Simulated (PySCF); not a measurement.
**How methods differ on the ionisation energy of As³¹⁺**

As³¹⁺ 1s2 (1S) → As³²⁺ 1s1 (2S), as a difference of total energies. Computed with PySCF 2.14 in an uncontracted even-tempered set (17 s from 42 bohr⁻², ratio 2.2; 7 p from 64 bohr⁻², ratio 2.4; 4 d from 190 bohr⁻², ratio 2.4; 3 f from 290 bohr⁻², ratio 2.4; 3 g from 430 bohr⁻², ratio 2.4), with the spin-free X2C one-electron Hamiltonian (Gaussian nucleus). Correlated levels: nothing frozen; virtual orbitals above 40 to 60 times the deepest correlated orbital energy dropped. The calculations carry no spin-orbit coupling.

```json
{"method": "UHF", "ionisation energy (eV)": "14460.9"}
{"method": "MP2 (all electrons)", "ionisation energy (eV)": "14462.2"}
{"method": "SCS-MP2 (all electrons)", "ionisation energy (eV)": "14462.5"}
{"method": "CCSD (all electrons)", "ionisation energy (eV)": "14462.2"}
```

For this ion Breit and QED terms and the two-electron picture change, all absent here, outweigh the differences among the correlated methods.

With two correlated electrons CCSD is exact in that space.

For comparison: 14447.7 eV (theoretical estimate listed by NIST; NIST Atomic Spectra Database, ionization energies).
